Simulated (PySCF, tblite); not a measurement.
Species: C6H8AlFO2.
Structure used (GFN2-xTB), in Å, numbered top down from 1:
```xyz
18
C6H8AlFO2 angstrom
C     -2.854    0.866    0.273
C     -2.120   -0.227    0.198
C     -1.197   -0.537   -0.955
C      0.206   -0.326   -0.459
O      0.744    0.814   -0.646
Al     2.291    1.572   -0.124
O      2.772   -0.013    0.682
C      2.118   -1.069    0.755
F      2.720   -2.071    1.424
C      0.863   -1.338    0.242
H     -2.847    1.614   -0.502
H     -3.498    1.056    1.114
H     -2.127   -0.960    0.992
H     -1.394    0.147   -1.781
H     -1.338   -1.569   -1.275
H      3.216    1.766   -1.338
H      2.019    2.588    0.999
H      0.420   -2.306    0.391
```

Jobs on this species (18 atoms, 82 electrons) with PySCF (density fitting) and tblite. Hardware of each: one thread, Arm Neoverse V2 (aarch64), shared host. Times come from a shared host and carry two figures at best.

| level and settings | work | basis functions | SCF cycles | wall time |
| --- | --- | --- | --- | --- |
| PBE0/pcSseg-1 | shieldings, ring-centre shieldings, charges and field gradients | 217 | ? | ? |
| GFN2-xTB | Hessian by finite differences | – | – | 0.68 s |
| GFN2-xTB | L-BFGS relaxation | – | – | 0.93 s |

Problem. Fill in the missing figures.

Solution. 
- PBE0/pcSseg-1; shieldings, ring-centre shieldings, charges and field gradients: 43 s, 14 SCF cycles

Problem. What do all jobs in the table cost together?

Solution. About 45 s; the longest takes about 96 % of that, and about 63 times as long as the shortest.
